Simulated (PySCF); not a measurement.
Some computed properties have been withheld. Give your best values.

Compound: C5H14OSi2.
InChI=1S/C5H14OSi2/c7-5-8-3-1-6-2-4-8/h8H,1-5H2,7H3

```json
{"property": "point group", "level": "PBE0-D3(BJ)/def2-SVP", "value": "?"}
{"property": "rotational constants A, B, C", "level": "PBE0-D3(BJ)/def2-SVP", "value": "3.185, 0.713, 0.619 GHz"}
{"property": "dipole moment", "level": "CAM-B3LYP/def2-SVPD", "value": "?"}
{"property": "HOMO energy", "level": "CAM-B3LYP/def2-SVPD", "value": "-8.80 eV"}
{"property": "LUMO energy", "level": "CAM-B3LYP/def2-SVPD", "value": "1.13 eV"}
{"property": "lowest singlet excitation", "level": "TDDFT CAM-B3LYP/def2-SVPD", "value": "7.23 eV (171 nm, f = 0.015)"}
{"property": "strongest line among the 10 lowest singlet transitions", "level": "TDDFT CAM-B3LYP/def2-SVPD", "value": "S9 at 8.26 eV (150 nm, f = 0.082)"}
{"property": "lowest triplet excitation (Tamm–Dancoff)", "level": "TDA CAM-B3LYP/def2-SVPD", "value": "7.08 eV"}
{"property": "static isotropic polarisability", "level": "CAM-B3LYP/def2-SVPD", "value": "115.0 au"}
{"property": "vertical ionisation energy", "level": "ΔSCF CAM-B3LYP/def2-SVPD", "value": "9.47 eV"}
{"property": "electronic spatial extent ⟨r²⟩ about the centre of nuclear charge", "level": "CAM-B3LYP/def2-SVPD", "value": "1889 bohr²"}
{"property": "13C chemical shifts (computed TMS as zero) by class", "level": "GIAO KT2/pcSseg-1", "value": "71.9 (2 C), 16.8 (2 C), -8.6 (1 C) ppm"}
{"property": "1H chemical shifts (computed TMS as zero) by class", "level": "GIAO KT2/pcSseg-1", "value": "?"}
{"property": "isotropic shieldings of nuclei other than C and H, by class", "level": "GIAO KT2/pcSseg-1", "value": "261 (1 O), 385 (1 Si), 435 (1 Si) ppm"}
```

Gas-phase values; electronic properties from PySCF, density fitting. One conformer (not necessarily the lowest) at the PBE0-D3(BJ)/def2-SVP geometry, without solvent or vibrations. NMR classes are plain means over equivalent atoms (diastereotopic ones count apart unless rotation or inversion swaps them), as if these changed places fast; in this geometry the members of some classes differ.

(1) The dipole moment?

(2) What is the point group?

(3) The 1H chemical shifts (computed TMS as zero) by class?

Answers

(1) 0.96 D.

(2) C1.

(3) 4.39 (2 H), 4.27 (1 H), 3.97 (3 H), 3.40 (2 H), 0.86 (2 H), 0.73 (2 H), -0.17 (2 H) ppm.

No computed singlet falls in the visible range (750 to 380 nm, 1.65 to 3.26 eV); S1 lies 3.97 eV above its blue end. The polarisability is 17.04 Å³ as a volume (1 au = 0.148185 Å³), or 1.44 au for each of the 80 electrons. The principal polarisabilities are 98.6, 110.5 and 136.0 au; their mean is the isotropic value. The rotational constants make it an asymmetric top with κ = (2B − A − C)/(A − C) = -0.93, nearer the prolate limit (−1). The 10 singlets span 7.23 to 8.34 eV, and their oscillator strengths add up to 0.26.
